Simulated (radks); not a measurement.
Task: Excited configurations of La: one electron is placed in a higher orbital outside [Xe] 5d2. The ground configuration is [Xe] 5d1 6s2. All-electron calculation, scalar-relativistic Kohn-Sham, r2SCAN, spin-polarised, spherical densities, finite nucleus; open shells are filled with parallel spins first (spin-orbit coupling, left out, can overturn this in heavy ions); meta-GGA in the generalised Kohn-Sham scheme; Fermi nuclear charge, rms radius 4.855 fm. Program: a radial shooting solver on a logarithmic mesh with Libxc functionals. Excitation = E - E(ground); binding = E(ion) - E, where the ion is the core of charge +1; n* = 1/sqrt(2 binding) in atomic units, and the quantum defect is n - n*.

| outer orbital | excitation (eV) | binding (eV) | n* | quantum defect | eigenvalue (eV) | <r> (bohr) |
|---|---|---|---|---|---|---|
| 6s | -0.285 | 5.562 | 1.564 | 4.436 | -3.678 | 4.490 |
| 6d | 3.842 | 1.435 | 3.079 | 2.921 | -0.695 | 11.83 |
| 7s | 3.277 | 2.001 | 2.608 | 4.392 | -1.227 | 10.79 |
| 7p | 3.793 | 1.484 | 3.028 | 3.972 | -0.897 | 13.91 |
| 7f | 4.832 | 0.445 | 5.529 | 1.471 | -0.274 | 44.73 |

Estimate the row for 6p.

Result: excitation (eV) 2.088; binding (eV) 3.189; n* 2.066; quantum defect 3.934; eigenvalue (eV) -1.766; <r> (bohr) 6.102. The Delta-SCF ionisation energy is 5.277 eV (NIST Atomic Spectra Database: 5.577 eV, measured). Self-interaction in the functional shifts the binding energies and quantum defects, so they are the method's values and not measured ones. Open shells are spherical and high-spin; term and fine-structure splittings are not resolved. Spin-orbit splitting is averaged out at the scalar-relativistic level. A negative excitation energy means that this level of theory puts the configuration below the NIST ground configuration.
